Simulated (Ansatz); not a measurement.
Consider the formal exchange of groups at the Si–C bond: `C#CC[SiH2]F` + `CB[SiH3]` → `F[SiH2]B[SiH3]` + `C#CCC`.

Program: Ansatz. Geometries: PBE0-D4/def2-TZVP. ΔE: electronic, gas phase. CBS: MP2 limit from def2 TZ/QZ plus the TZ coupled-cluster correction, frozen cores. DFT in def2-TZVPP. B3LYP here is the variant with VWN-RPA as its local correlation; programs differ in this. One conformer a species, not always the lowest.

`C#CC[SiH2]F`:

```xyz
10

C    -2.015   -1.015    0.620
C    -1.261   -0.155    0.251
C    -0.278    0.811   -0.185
Si    1.390   -0.052   -0.214
F     2.502    0.997   -0.695
H    -2.704   -1.758    0.944
H    -0.238    1.669    0.494
H    -0.514    1.191   -1.184
H     1.750   -0.513    1.146
H     1.368   -1.175   -1.178
```

`CB[SiH3]`:

Cartesian coordinates in Å:
```
C -0.170 -0.894 1.291
B 0.604 -0.343 0.067
Si -0.158 0.965 -1.268
H 0.134 -0.206 2.102
H 0.142 -1.887 1.623
H -1.259 -0.834 1.239
H 1.748 -0.677 -0.088
H 0.760 2.118 -1.496
H -1.497 1.504 -0.895
H -0.305 0.255 -2.575
```

`F[SiH2]B[SiH3]`:

```xyz
10

F     1.626    0.831    1.555
Si    0.268   -0.006    1.750
B    -0.687   -0.358    0.033
Si   -0.042    0.197   -1.781
H     0.634   -1.286    2.418
H    -0.610    0.781    2.661
H    -1.690   -1.007    0.124
H     0.872   -0.916   -2.187
H     0.747    1.457   -1.769
H    -1.118    0.308   -2.803
```

`C#CCC`:

```xyz
10

C     2.249   -0.329   -0.269
C     1.053   -0.352   -0.367
C    -0.398   -0.361   -0.464
C    -1.067    0.528    0.581
H     3.310   -0.314   -0.188
H    -0.686   -0.038   -1.469
H    -0.752   -1.392   -0.360
H    -2.153    0.492    0.472
H    -0.811    0.200    1.590
H    -0.744    1.565    0.473
```

| level | ΔE (kcal/mol) |
| --- | --- |
| BLYP-D4 | 15.8 |
| r2SCAN-D4 | 16.8 |
| r2SCAN | 16.7 |
| B3LYP | 15.9 |
| HF/def2-SVP | 14.4 |
| CCSD/def2-SVP | 13.5 |
| MP2/def2-TZVPP | 17.9 |
| MP2/CBS(def2) | 18.2 |

Q: What does CCSD(T)/CBS give? (An estimate is asked.)

A: Computed: +16.0 kcal/mol. The listed levels differ from it by -0.2, 0.8, 0.7, -0.1, -1.6, -2.5, 1.9, 2.2 kcal/mol.

Largest T1 diagnostic among the species: 0.013.

From BLYP to BHLYP (50 % exact exchange), in def2-TZVPP and without D4, ΔE moves by +0.8 kcal/mol. At CCSD(T), def2-SVP lies −2.5 kcal/mol from the extrapolated value and def2-TZVPP −0.3 kcal/mol. Leaving LDA and LC-ωPBE aside and taking each functional with its dispersion term where it has one, the values, not all of them listed here, spread over 2.5 kcal/mol, from revPBE-D4 to ωB97M-V. LDA lies +1.3 kcal/mol from PBE without D4.
